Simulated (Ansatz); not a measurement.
C2H7NOSi can be A, `CN1[SiH2]C1O`, or B, `C[SiH2]C(N)=O`.

Program: Ansatz. Geometries: PBE0-D4/def2-TZVP. ΔE: electronic, gas phase. CCSD(T)/CBS is the MP2 limit (def2-TZVPP, def2-QZVPP) plus CCSD(T) − MP2 in def2-TZVPP, frozen cores. DFT in def2-TZVPP. B3LYP here is the variant with VWN-RPA as its local correlation; programs differ in this. One conformer a species, not always the lowest.

A:

Z-matrix (Å, degrees):
```
C
N 1 1.438
H 1 1.094 2 110.5
H 1 1.092 2 109.7 3 -118.9
H 1 1.098 2 112.4 3 120.8
Si 2 1.709 1 143.5 3 -176.1
C 2 1.441 1 124.7 3 -68.6
H 6 1.483 2 116.8 1 -121.4
H 6 1.487 2 120.3 1 19.3
O 7 1.394 2 117.8 1 94.0
H 7 1.094 2 116.2 1 -35.0
H 10 0.963 7 107.5 2 40.2
```

B:

```xyz
12

C     1.081    1.605    0.266
Si   -0.387    0.506    0.580
C    -0.016   -1.211   -0.205
N    -0.990   -1.840   -0.904
O     1.089   -1.697   -0.040
H     1.004    2.541    0.824
H     1.171    1.842   -0.796
H     1.988    1.083    0.577
H    -1.648    1.070    0.013
H    -0.600    0.270    2.032
H    -0.803   -2.749   -1.300
H    -1.889   -1.419   -1.047
```

Problem. Which isomer does CCSD(T)/CBS put lower? Give the gap. (Estimate.)

Solution. The calculation gave: B, by 184.8 kJ/mol.

Problem. Give E(B) − E(A) in kJ/mol with CCSD/def2-TZVPP, CCSD(T)/def2-TZVPP, PBE-D4, HF/def2-TZVPP, B3LYP, r2SCAN-D4, MP2/def2-TZVPP. (Estimate.)

Solution. Ansatz gave: CCSD/def2-TZVPP -186.6, CCSD(T)/def2-TZVPP -186.4, PBE-D4 -187.2, HF/def2-TZVPP -212.6, B3LYP -198.9, r2SCAN-D4 -194.5, MP2/def2-TZVPP -183.3. None reverses the order clearly.

Largest T1 diagnostic: 0.015.

From PBE to PBE0 (25 % exact exchange), in def2-TZVPP and without D4, E(B) − E(A) moves by +3.5 kJ/mol. In def2-TZVPP, CCSD(T) changes the Hartree–Fock value by +26.1 kJ/mol (the triples alone add +0.2 kJ/mol) and MP2 by +29.3 kJ/mol.
